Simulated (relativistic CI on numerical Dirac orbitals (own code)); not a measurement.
## Ni II: what numerical and physical settings do to a radial Dirac CI calculation

Reference input:

```
atom Ni  Z=28  charge=1  electrons=27
nucleus A=58  rms_radius_fm=3.7757
hamiltonian dirac-coulomb  breit=on  qed=on  c_scale=1
orbitals kli  potential=per-configuration
slater_scale 1
correlation none
mixing on
grid step=0.0125 r_max=51.4
scf mixing=0.4 start=green max_iterations=150 tolerance=2e-08 node_fill=0.05
configurations
  [Ar] 3d9
end
```

Computed lowest total energy -1518.05040 Ha, first excitation 1450.1 cm⁻¹, 12 SCF steps. Runs with settings changed; * marks those that are bad on purpose (the QED terms keep the true α when c is scaled):

| Changed | Outcome | Lowest level | ΔE (Ha) | First excitation (cm⁻¹) | SCF steps | Message |
| --- | --- | --- | --- | --- | --- | --- |
| nuclear radius 4.1533 fm, speed of light × 1.25, end of the grid at 25.7 bohr | converged | 3d⁹ ²D5/2 | 4.31 | 935.8 | 12 |  |
| grid step 0.006, Breit term off, node fill of the KLI weights 0.01 | converged | 3d⁹ ²D5/2 | -0.601 | 1552.9 | 12 |  |
| QED terms off | converged | 3d⁹ ²D5/2 | -0.403 | 1444.0 | 12 |  |
| iteration limit 20, grid step 0.008 | converged | 3d⁹ ²D5/2 | -4.31e-05 | 1450.1 | 12 |  |
| speed of light × 0.05 * | not converged |  |  |  | 1 | SCF of 1s2 2s2 2p6 3s2 3p6 3d9 stopped: an orbital could not be found |
| end of the grid at 7.71 bohr * | not converged |  |  |  | 12 | orbital 3d3/2 not found |

With so few configurations and no correlation, terms lie too far apart (by 10 to 50 % near neutrality), their order can be wrong, and levels of other configurations are missing.
